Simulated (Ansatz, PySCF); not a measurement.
CH7NSi2. Atoms are numbered in the order given.

```xyz
11

C     -1.2477    -0.7647     0.0000
N     -1.1361     0.7023     0.0000
Si     0.5416     1.1898     0.0000
Si     0.6504    -1.1501     0.0000
H     -1.7671    -1.1659    -0.8914
H     -1.7671    -1.1659     0.8914
H     -1.9886     1.2542     0.0000
H      1.0003     1.9675     1.1961
H      1.0003     1.9675    -1.1961
H      1.1366    -1.8704     1.2130
H      1.1366    -1.8704    -1.2130
```
Charge 0, spin multiplicity 1.

The structure is a stationary point at B3LYP-D3(BJ)/def2-SVP. This is a generated structure with no PubChem entry under its InChIKey; it may be hypothetical.

Vertical ionisation energy (IE) and electron affinity (EA) in eV. Rows of orbital energies are one-electron estimates. Where ΔSCF, EOM or ADC give a negative EA the extra electron is unbound and the value depends on the basis.

```csv
level,IE,EA
"−ε(HOMO), −ε(LUMO), ωB97X/def2-TZVP (PySCF)",?,?
"−ε(HOMO), −ε(LUMO), PBE/def2-TZVP (PySCF)",5.40,0.99
"ΔSCF, CAM-B3LYP/def2-SVPD (Ansatz), final states of multiplicity 2 and 2",8.79,-1.35
"ΔSCF, PBE/def2-SVPD (Ansatz), final states of multiplicity 2 and 2",8.56,-0.97
```

Question: Some entries are withheld; supply them. (An estimate is asked for; the answer gives what the named calculation found.)

Answer: 
- −ε(HOMO), −ε(LUMO), ωB97X/def2-TZVP (PySCF), IE: 9.10
- −ε(HOMO), −ε(LUMO), ωB97X/def2-TZVP (PySCF), EA: -1.85

Question: What vertical singlet–triplet gap does ΔSCF give with CAM-B3LYP/def2-SVPD (Ansatz, a first-principles code) and with PBE/def2-SVPD (Ansatz)? (An estimate is asked for; the answer gives what the named calculation found.)

Answer: 5.14 and 4.60 eV (triplet above singlet where positive).
